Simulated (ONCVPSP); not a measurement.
# Which change was made? (Zn, ONCV)

Zn, optimised norm-conserving Vanderbilt (ONCV), made with ONCVPSP 4.0.1 (PBE, scalar-relativistic). Core [Ar], reference 3d10 4s1.5 4p0.5. Waves: 4s: rc 1.65 bohr, ncon 4, nbas 8, qcut 3.3 1/bohr, 2 projectors, debl 2.4 Ha; 4p: rc 3.30 bohr, ncon 4, nbas 8, qcut 2.1 1/bohr, 3 projectors, debl 0.8 Ha; 3d: rc 1.55 bohr, ncon 4, nbas 8, qcut 8.1 1/bohr, 1 projector. Local part: polynomial inside 1.50 bohr (lpopt 3, dvloc0 0 Ha). Core correction: Teter function, fcfact 4.5, rcfact 1.65.

Cutoffs, loose and tight: the cutoffs (Ha) at which the residual kinetic energy of the hardest occupied pseudo-wave falls to 1 and 0.1 mHa per electron. They do not see the model core or the augmentation charge, which bear on the density cutoff. Test errors are all-electron minus pseudo excitation energies from the reference, over the configurations 3d10 4s2 4p0; 3d10 4s1 4p0; 3d10 4s0 4p0; 3d10 4s1 4p1; variants that change the core or the reference have their own tests. The largest error is taken over the tests solved by every variant that gives reliable tests at all, those not shown here included: 3d10 4s1 4p0; 3d10 4s1 4p1; 3d10 4s2 4p0.

The base gives: outcome: generated; cutoff, loose: 44 Ha; cutoff, tight: 98 Ha; bound ghosts: none; GHOST(+) flags above zero: s; largest test error (meV): -1.2.

**Question.** After one change the result is: outcome: generated; cutoff, loose: 37 Ha; cutoff, tight: 54 Ha; bound ghosts: none; GHOST(+) flags above zero: s; largest test error (meV): -1.6. Which change was it?
A. d: qcut 8
B. s: qcut 4.7; p: qcut 3; d: qcut 11.6
C. s: qcut 3.7; p: qcut 2.3; d: qcut 9

**Answer.** C. The others give: s: qcut 4.7; p: qcut 3; d: qcut 11.6 → outcome: generated; cutoff, loose: 49 Ha; cutoff, tight: 55 Ha; bound ghosts: s; GHOST(+) flags above zero: none; largest test error (meV): -2.0 | d: qcut 8 → outcome: generated; cutoff, loose: 55 Ha; cutoff, tight: 99 Ha; bound ghosts: none; GHOST(+) flags above zero: s; largest test error (meV): -1.3.
